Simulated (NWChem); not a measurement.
All runs are NWChem calculations. System: CH$_{2}$I, charge 0, spin multiplicity 4, at the geometry of a parent with another charge or spin, in a state set for the comparison that need not be this species' ground state. Its SCF solution wasn't tested for a lower state. Level: UMP2/def2-TZVP with def2 effective core potentials on I, 5 core orbitals frozen.

Output (cleaned and shortened):

```
             Northwest Computational Chemistry Package (NWChem) 7.3.0
             --------------------------------------------------------

                                NWChem Input Module
                                -------------------

 Scaling coordinates for geometry "geometry" by  1.889725989
 (inverse scale =  0.529177249)

 Turning off AUTOSYM since
 SYMMETRY directive was detected!

                             Geometry "geometry" -> ""
                             -------------------------

 Output coordinates in angstroms (scale by  1.889725989 to convert to a.u.)

  No.       Tag          Charge          X              Y              Z
 ---- ---------------- ---------- -------------- -------------- --------------
    1 C                    6.0000    -1.76075900     0.07539500     0.00000000
    2 I                   53.0000     0.28516000    -0.00715400     0.00000000
    3 H                    1.0000    -2.27446400    -0.03660300    -0.95546400
    4 H                    1.0000    -2.27446400    -0.03660300     0.95546400

 Effective nuclear repulsion energy (a.u.)     108.8130726808

            Nuclear Dipole moment (a.u.)
            ----------------------------
        X                 Y               Z
 ---------------- ---------------- ----------------
    -0.0000037795     0.0000037795     0.0000000000

      Symmetry information
      --------------------

 Group name             Cs
 Group number              2
 Group order               2
 No. of unique centers     3

      Symmetry unique atoms

     1    2    3


 Summary of "ao basis" -> "" (spherical)
 ------------------------------------------------------------------------------
       Tag                 Description            Shells   Functions and Types
 ---------------- ------------------------------  ------  ---------------------
 *                         def2-tzvp                  on all atoms

 Summary of "ao basis" -> "ao basis" (spherical)
 ------------------------------------------------------------------------------
       Tag                 Description            Shells   Functions and Types
 ---------------- ------------------------------  ------  ---------------------
 C                         def2-tzvp                11       31   5s3p2d1f
 I                         def2-tzvp                16       50   6s5p3d2f
 H                         def2-tzvp                 4        6   3s1p

                                 NWChem SCF Module
                                 -----------------

  ao basis        = "ao basis"
  functions       =    93
  atoms           =     4
  alpha electrons =    18
  beta  electrons =    15
  charge          =   0.00
  wavefunction    = UHF
  use symmetry    = T
  symmetry adapt  = T

 Summary of "ao basis" -> "ao basis" (spherical)
 ------------------------------------------------------------------------------
       Tag                 Description            Shells   Functions and Types
 ---------------- ------------------------------  ------  ---------------------
 C                         def2-tzvp                11       31   5s3p2d1f
 I                         def2-tzvp                16       50   6s5p3d2f
 H                         def2-tzvp                 4        6   3s1p

      Symmetry analysis of basis
      --------------------------

        a'         60
        a"         33

 Forming initial guess at       0.1s

   Symmetry analysis of molecular orbitals - initial alpha
   -------------------------------------------------------

  Numbering of irreducible representations:

     1 a'          2 a"

  Orbital symmetries:

     1 a'          2 a'          3 a"          4 a'          5 a'
     6 a'          7 a"          8 a"          9 a'         10 a'
    11 a'         12 a'         13 a"         14 a'         15 a"
    16 a'         17 a'         18 a'         19 a'         20 a"
    21 a'         22 a'         23 a'         24 a"         25 a"
    26 a"         27 a'         28 a'

   Symmetry analysis of molecular orbitals - initial beta
   ------------------------------------------------------

  Numbering of irreducible representations:

     1 a'          2 a"

  Orbital symmetries:
[...]
    13     -0.207584  1 C  py                 9      0.195804  1 C  px
    34      0.172043  2 I  s                  4      0.154736  1 C  s

 center of mass
 --------------
 x =   0.14044988 y =  -0.00103104 z =   0.00000000

 moments of inertia (a.u.)
 ------------------
           6.847430655432           5.993634125130           0.000000000000
           5.993634125130         210.733387095263           0.000000000000
           0.000000000000           0.000000000000         204.438515628201

  Mulliken analysis of the total density
  --------------------------------------

    Atom       Charge   Shell Charges
 -----------   ------   -------------------------------------------------------
    1 C    6     6.35   0.86  1.12  0.50  0.77  0.01  1.17  1.43  0.44  0.01  0.02  0.00
    2 I   25    24.85   0.19 -0.77  1.59  1.01  1.14  0.79 -0.49  6.44  1.26  2.52  0.97  9.24  0.79  0.16  0.02  0.00
    3 H    1     0.90   0.26  0.48  0.13  0.02
    4 H    1     0.90   0.26  0.48  0.13  0.02

  Mulliken analysis of the alpha density
  --------------------------------------

    Atom       Charge   Shell Charges
 -----------   ------   -------------------------------------------------------
    1 C    6     3.91   0.43  0.56  0.31  0.44 -0.03  0.85  1.03  0.31  0.00  0.01  0.00
    2 I   25    13.20   0.09 -0.39  0.80  0.50  0.57  0.41 -0.25  3.23  0.78  1.61  0.67  4.61  0.41  0.14  0.02  0.00
    3 H    1     0.44   0.12  0.22  0.08  0.02
    4 H    1     0.44   0.12  0.22  0.08  0.02

   Mulliken analysis of the beta density
   -------------------------------------

    Atom       Charge   Shell Charges
 -----------   ------   -------------------------------------------------------
    1 C    6     2.44   0.43  0.56  0.20  0.33  0.04  0.33  0.40  0.13  0.01  0.02  0.00
    2 I   25    11.65   0.09 -0.38  0.79  0.51  0.57  0.38 -0.24  3.21  0.48  0.91  0.30  4.63  0.37  0.02  0.00  0.00
    3 H    1     0.46   0.13  0.26  0.06  0.01
    4 H    1     0.46   0.13  0.26  0.06  0.01

   Mulliken analysis of the spin density
   -------------------------------------

    Atom       Charge   Shell Charges
 -----------   ------   -------------------------------------------------------
    1 C    6     1.48   0.00 -0.01  0.11  0.12 -0.07  0.52  0.63  0.18 -0.00 -0.01 -0.00
    2 I   25     1.56   0.00 -0.00  0.00 -0.01  0.00  0.02 -0.01  0.02  0.29  0.69  0.38 -0.01  0.04  0.11  0.01  0.00
    3 H    1    -0.02  -0.01 -0.04  0.02  0.01
    4 H    1    -0.02  -0.01 -0.04  0.02  0.01

       Multipole analysis of the density wrt the origin
       ------------------------------------------------

     L   x y z        total         alpha         beta         nuclear
     -   - - -        -----         -----         ----         -------
     0   0 0 0      0.000000    -18.000000    -15.000000     33.000000

     1   1 0 0     -0.235660      8.994223      5.858600    -15.088483
     1   0 1 0     -0.063727     -0.371457     -0.070808      0.378539
     1   0 0 1      0.000000      0.000000      0.000000      0.000000

     2   2 0 0    -28.007408    -80.933067    -57.709171    110.634830
     2   1 1 0      0.358400      2.087065      0.703270     -2.431934
     2   1 0 1     -0.000000     -0.000000      0.000000      0.000000
     2   0 2 0    -26.500938    -15.791078    -10.845794      0.135934
     2   0 1 1      0.000000      0.000000     -0.000000      0.000000
     2   0 0 2    -22.919452    -18.025503    -11.414080      6.520131

                   NWChem MP2 Semi-direct Energy/Gradient Module
                   ---------------------------------------------

  Basis functions       =     93
  Molecular orbitals    =     93
  Frozen core           =      5
  Frozen virtuals       =      0
  Active alpha occupied =     13
  Active beta occupied  =     10
  Active alpha virtual  =     75
  Active beta virtual   =     78
  Use MO symmetry       = T
  Use skeleton AO sym   = T

  AO/Fock/Back tols     =   1.0D-09  1.0D-09  1.0D-09

 GA uses MA = F    GA memory limited = T

 Available:
  local mem=  1.26D+08
 global mem=  1.44D+08
 local disk=  0.00D+00
  mp2_memr nvloc                    75
  nvloc new                    75
   1 passes of  13:        5242880                      66374                  14411913.
   1 passes of  13: M    126139303           G      144161902           F     120896423.

 Semi-direct pass number   1 of   1  for UHF alpha       at        2.0s
  vrange nnbf                  4343
  mp2_eaftype                    54  avail_ma_in_mb                  1099
 EAF : mp2_eaftype filesize          54    7205957.
  mp2_eaf for mointskh                     54
Node 0 wrote     33.9 Mb in      0.0 s     Agg I/O rate:  1408.7 Mb/s
 Done moints_semi at        4.3s
  mp2_eaftype                    54  avail_ma_in_mb                  1045
 EAF : mp2_eaftype filesize          54    7205957.
  mp2_eaf for kh                    54
 Done maket at        4.4s
 Done multipass loop at        4.4s

 GA uses MA = F    GA memory limited = T

 Available:
  local mem=  1.26D+08
 global mem=  1.44D+08
 local disk=  0.00D+00
  mp2_memr nvloc                    78
  nvloc new                    78
   1 passes of  10:        5242880                      56628                  11532504.
   1 passes of  10: M    126139303           G      144161902           F     120896423.

 Semi-direct pass number   1 of   1  for UHF beta        at        4.4s
  vrange nnbf                  4343
  mp2_eaftype                    43  avail_ma_in_mb                  1099
 EAF : mp2_eaftype filesize          43    5766252.
  mp2_eaf for mointskh                     43
Node 0 wrote     27.1 Mb in      0.0 s     Agg I/O rate:   816.5 Mb/s
 Done moints_semi at        6.6s
  mp2_eaftype                    43  avail_ma_in_mb                  1056
 EAF : mp2_eaftype filesize          43    5766252.
  mp2_eaf for kh                    43
 Done maket at        6.7s
 Done multipass loop at        6.7s

          -------------------------------------------
          SCF energy                -335.493652539856
          Correlation energy          -0.617326190857
          Singlet pairs                0.000000000000
          Triplet pairs                0.000000000000
          Total MP2 energy          -336.110978730713
          -------------------------------------------

          ---------------------------------------------------
                    Spin Component Scaled (SCS) MP2
          Same spin pairs                     -0.211753670645
          Same spin scaling factor             0.333333333333
          Opposite spin pairs                 -0.405572520212
          Opposite spin scaling fact.          1.200000000000
          SCS-MP2 correlation energy          -0.557271581136
          Total SCS-MP2 energy              -336.050924120993
          ---------------------------------------------------

 -----------------------
 Performance information
 -----------------------

 Timer overhead =  9.62D-08 seconds/call

               Nr. of calls         CPU time (s)                 Wall time (s)                GFlops
             ---------------    -------------------     ------------------------------   -------------------
Name         Min   Avg   Max    Min     Avg     Max     Min     Avg     Max   Mx/calls   Min     Max     Sum
mp2: moin     2     2     2    4.5     4.5     4.5      4.5     4.5     4.5     2.3      0.0     0.0     0.0
mp2: make     2     2     2   0.20    0.20    0.20     0.20    0.20    0.20    9.84E-2   0.0     0.0     0.0
mp2: tota     1     1     1    4.8     4.8     4.8      4.8     4.8     4.8     4.8      0.0     0.0     0.0

 The average no. of pstat calls per process was 5.00D+00
 with a timing overhead of 4.81D-07s

 Task  times  cpu:        6.7s     wall:        6.7s

 Total times  cpu:        6.7s     wall:        6.7s
```

Problem. Write an NWChem input that would produce this output.

Solution. One answer among several that fit: 
```
start mol
memory heap 200 mb stack 900 mb global 1100 mb
geometry units angstroms nocenter noautoz
  C     -1.760759     0.075395     0.000000
  I      0.285160    -0.007154     0.000000
  H     -2.274464    -0.036603    -0.955464
  H     -2.274464    -0.036603     0.955464
  symmetry group Cs
end
basis spherical
  * library def2-tzvp
end
ecp
  I library def2-ecp
end
scf
  uhf
  nopen 3
  maxiter 100
  thresh 1e-7
  semidirect memsize 60000000 filesize 0
  # guess.movecs holds the orbitals of an unrestricted PBE0 run
  vectors input guess.movecs output mol.movecs
end
mp2
  freeze core 5
end
task mp2 energy
```
